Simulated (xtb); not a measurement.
C$_{2}$H$_{5}$O (SMILES C[CH-]O), charge -1, singlet, at a GFN2-xTB geometry; GFN0-xTB in xtb.

Input for xtb:
```
$ xtb mol.xyz --gfn 0 --chrg -1 --ohess --json

# file mol.xyz
8

C      1.11701280    -0.45538201     0.16584940
C      0.08054857     0.68537464     0.06351505
O     -1.26679294     0.00053142    -0.21741353
H     -1.54067912    -0.29799928     0.65522787
H      0.27418481     1.16455386    -0.94448532
H      2.12245125    -0.01877928     0.23543440
H      0.95379974    -1.03911597     1.08571755
H      1.13921864    -1.19286638    -0.66877288
```

It wrote (shortened):

```
   ID    Z sym.   atoms
    1    6 C      1, 2
    2    8 O      3
    3    1 H      4-8

           -------------------------------------------------
          |                Calculation Setup                |
           -------------------------------------------------

           -------------------------------------------------
          |                 G F N 0 - x T B                 |
           -------------------------------------------------

          ...................................................
          :                      SETUP                      :
          :.................................................:
          :  # basis functions                  22          :
          :  # atomic orbitals                  22          :
          :  # shells                           16          :
          :  # electrons                        20          :
          :  electronic temp.          300.0000000     K    :
          :  accuracy                    1.0000000          :
          :  -> integral cutoff          0.2500000E+02      :
          :  -> integral neglect         0.1000000E-07      :
          ...................................................

         :::::::::::::::::::::::::::::::::::::::::::::::::::::
         ::                     SUMMARY                     ::
         :::::::::::::::::::::::::::::::::::::::::::::::::::::
         :: total energy             -11.624633148997 Eh    ::
         :: gradient norm              0.046965279233 Eh/a0 ::
         :: HOMO-LUMO gap              5.187066614275 eV    ::
         ::.................................................::
         :: H0 energy                -10.575619352102 Eh    ::
         :: repulsion energy           0.095800082953 Eh    ::
         :: electrostat energy        -1.134593844051 Eh    ::
         :: -> Gsolv                   0.000000000000 Eh    ::
         ::    -> Gsasa                0.000000000000 Eh    ::
         ::    -> Gshift               0.000000000000 Eh    ::
         :: dispersion energy         -0.001566929858 Eh    ::
         :: short-range corr.         -0.008653105940 Eh    ::
         :: add. restraining           0.000000000000 Eh    ::
         :: total charge              -1.000000000000 e     ::
         :::::::::::::::::::::::::::::::::::::::::::::::::::::

      -----------------------------------------------------------
     |                   =====================                   |
     |                        A N C O P T                        |
     |                   =====================                   |
     |               Approximate Normal Coordinate               |
     |                Rational Function Optimizer                |
      -----------------------------------------------------------
      -----------------------------------------------------------
     |                   =====================                   |
     |                        A N C O P T                        |
     |                   =====================                   |
     |               Approximate Normal Coordinate               |
     |                Rational Function Optimizer                |
      -----------------------------------------------------------

          ...................................................
          :                      SETUP                      :
          :.................................................:
          :   optimization level            normal          :
          :   max. optcycles                   200          :
          :   ANC micro-cycles                  20          :
          :   degrees of freedom                18          :
          :.................................................:
          :   RF solver                   davidson          :
          :   write xtbopt.log                true          :
          :   linear?                        false          :
          :   energy convergence         0.5000000E-05 Eh   :
          :   grad. convergence          0.1000000E-02 Eh/α :
          :   maxmium RF displ.          1.0000000          :
          :   Hlow (freq-cutoff)         0.1000000E-01      :
          :   Hmax (freq-cutoff)         5.0000000          :
          :   S6 in model hess.         20.0000000          :
          ...................................................

generating ANC from exact Hessian ...
Using Lindh-Hessian (1995)
 Shifting diagonal of input Hessian by    3.1361059984837516E-003
 Lowest  eigenvalues of input Hessian
    0.000000    0.000000    0.000000    0.000000    0.000000    0.000000
    0.010000    0.014126    0.034674    0.036919    0.051558    0.064526
    0.085331    0.107721    0.111595    0.141284    0.152845    0.393032
 Highest eigenvalues
    0.761724    0.852247    1.015599    1.053917    1.098783    1.282271

........................................................................
.............................. CYCLE    1 ..............................
........................................................................
 * total energy  :   -11.6246331 Eh     change        0.0000000E+00 Eh
   gradient norm :     0.0469653 Eh/α   predicted     0.0000000E+00 (   0.00%)
   displ. norm   :     0.0904188 α      lambda       -0.2884333E-02
   maximum displ.:     0.0429231 α      in ANC's #10, #1, #13, ...

........................................................................
.............................. CYCLE    2 ..............................
........................................................................
 * total energy  :   -11.6268010 Eh     change       -0.2167870E-02 Eh
   gradient norm :     0.0267268 Eh/α   predicted    -0.1453955E-02 ( -32.93%)
   displ. norm   :     0.1323484 α      lambda       -0.2004912E-02
   maximum displ.:     0.0749473 α      in ANC's #1, #2, #13, ...

........................................................................
[...]
 * total energy  :   -11.6274273 Eh     change       -0.6262926E-03 Eh
 * total energy  :   -11.6276469 Eh     change       -0.2195881E-03 Eh
 * total energy  :   -11.6276985 Eh     change       -0.5161450E-04 Eh
 * total energy  :   -11.6277627 Eh     change       -0.6421050E-04 Eh
 * total energy  :   -11.6278054 Eh     change       -0.4271499E-04 Eh
 * total energy  :   -11.6278546 Eh     change       -0.4911996E-04 Eh
 * total energy  :   -11.6278897 Eh     change       -0.3515755E-04 Eh
 * total energy  :   -11.6278311 Eh     change        0.5863131E-04 Eh
 * total energy  :   -11.6278989 Eh     change       -0.6778609E-04 Eh
 * total energy  :   -11.6279022 Eh     change       -0.3360209E-05 Eh
   *** GEOMETRY OPTIMIZATION CONVERGED AFTER 12 ITERATIONS ***
         :: total energy             -11.627902232093 Eh    ::
[...]
largest (>0.10) Wiberg bond orders for each atom

 ---------------------------------------------------------------------------
     #   Z sym  total        # sym  WBO       # sym  WBO       # sym  WBO
 ---------------------------------------------------------------------------
     1   6 C    3.979 --     2 C    1.018     7 H    0.981     6 H    0.980
                             8 H    0.978
     2   6 C    3.038 --     1 C    1.018     5 H    1.007     3 O    0.974
     3   8 O    2.024 --     4 H    0.989     2 C    0.974
     4   1 H    1.016 --     3 O    0.989
     5   1 H    1.029 --     2 C    1.007
     6   1 H    0.990 --     1 C    0.980
     7   1 H    0.995 --     1 C    0.981
     8   1 H    0.987 --     1 C    0.978
 ---------------------------------------------------------------------------

Topologies differ in total number of bonds
Writing topology from bond orders to xtbtopo.mol

 dipole moment from electron density (au)
     X       Y       Z
   0.0941  -1.1044   0.1164  total (Debye):    2.833

           -------------------------------------------------
          |               Frequency Printout                |
           -------------------------------------------------
 projected vibrational frequencies (cm⁻¹)
eigval :       -0.00    -0.00    -0.00    -0.00     0.00     0.00
eigval :      164.34   202.82   353.08   807.71   859.37   961.38
eigval :     1033.88  1102.71  1212.51  1292.97  1367.44  1460.63
eigval :     1464.53  2794.04  2945.78  3021.04  3031.10  3277.19
 reduced masses (amu)
   1:  7.39   2: 12.39   3: 10.24   4: 12.09   5: 13.56   6:  9.71   7:  2.61   8:  2.12
   9: 10.89  10:  5.07  11:  5.90  12:  7.69  13:  3.72  14: 10.80  15:  3.70  16:  2.48
  17:  2.75  18:  1.61  19:  1.59  20:  1.78  21:  1.80  22:  1.86  23:  1.55  24:  1.88
 IR intensities (km·mol⁻¹)
   1:  8.29   2:  5.99   3: 14.83   4: 19.88   5: 15.93   6:  3.90   7:  1.14   8: 21.42
   9:  0.82  10: 11.46  11:  3.36  12:  4.87  13:  9.09  14:  3.76  15:  8.21  16:  7.08
  17: 10.91  18:  0.83  19:  5.30  20: 58.62  21: 51.42  22: 77.88  23: 71.76  24:105.24
 Raman intensities (Ä⁴*amu⁻¹)
   1:  0.00   2:  0.00   3:  0.00   4:  0.00   5:  0.00   6:  0.00   7:  0.00   8:  0.00
Molecule has no symmetry elements
It seems to be the C1 point group
   9:  0.00  10:  0.00  11:  0.00  12:  0.00  13:  0.00  14:  0.00  15:  0.00  16:  0.00
  17:  0.00  18:  0.00  19:  0.00  20:  0.00  21:  0.00  22:  0.00  23:  0.00  24:  0.00
 output can be read by thermo (or use thermo option).
 writing <g98.out> molden fake output.
 recommended (thermochemical) frequency scaling factor: 1.0
           -------------------------------------------------
          |             Thermodynamic Functions             |
           -------------------------------------------------

c1  symmetry found (for desy threshold:  0.10E+00) used in thermo

          ...................................................
          :                      SETUP                      :
          :.................................................:
          :  # frequencies                          18      :
          :  # imaginary freq.                       0      :
          :  linear?                             false      :
          :  only rotor calc.                    false      :
          :  symmetry                               c1      :
          :  rotational number                       1      :
          :  scaling factor                  1.0000000      :
          :  rotor cutoff                   50.0000000 cm⁻¹ :
          :  imag. cutoff                  -20.0000000 cm⁻¹ :
          :.................................................:

    mode    ω/cm⁻¹     T·S(HO)/kcal·mol⁻¹    T·S(FR)/kcal·mol⁻¹   T·S(vib)
   ------------------------------------------------------------------------
       1    164.34    -0.74516 ( 99.15%)    -0.70335 (  0.85%)    -0.74480
       2    202.82    -0.62831 ( 99.63%)    -0.64116 (  0.37%)    -0.62835
   ------------------------------------------------------------------------

   temp. (K)  partition function   enthalpy   heat capacity  entropy
                                   cal/mol     cal/K/mol   cal/K/mol   J/K/mol
 298.15  VIB   3.82                 1141.651      8.155      6.492
         ROT  0.162E+05              888.752      2.981     22.244
         INT  0.619E+05             2030.404     11.136     28.735
         TR   0.293E+27             1481.254      4.968     37.325
         TOT                        3511.6577    16.1045    66.0603   276.3961

       T/K    H(0)-H(T)+PV         H(T)/Eh          T*S/Eh         G(T)/Eh
   ------------------------------------------------------------------------
    298.15    0.559618E-02    0.679098E-01    0.313874E-01    0.365224E-01
   ------------------------------------------------------------------------

         :::::::::::::::::::::::::::::::::::::::::::::::::::::
         ::                  THERMODYNAMIC                  ::
         :::::::::::::::::::::::::::::::::::::::::::::::::::::
         :: total free energy         -11.591379789772 Eh   ::
         ::.................................................::
         :: total energy              -11.627902232093 Eh   ::
         :: zero point energy           0.062313616111 Eh   ::
         :: G(RRHO) w/o ZPVE           -0.025791173790 Eh   ::
         :: G(RRHO) contrib.            0.036522442321 Eh   ::
         :::::::::::::::::::::::::::::::::::::::::::::::::::::

optimized geometry written to: xtbopt.xyz

           -------------------------------------------------
          | TOTAL ENERGY              -11.627902232093 Eh   |
          | TOTAL ENTHALPY            -11.559992433199 Eh   |
          | TOTAL FREE ENERGY         -11.591379789772 Eh   |
          | GRADIENT NORM               0.000633615569 Eh/α |
          | HOMO-LUMO GAP               5.527073191214 eV   |
           -------------------------------------------------

normal termination of xtb
```
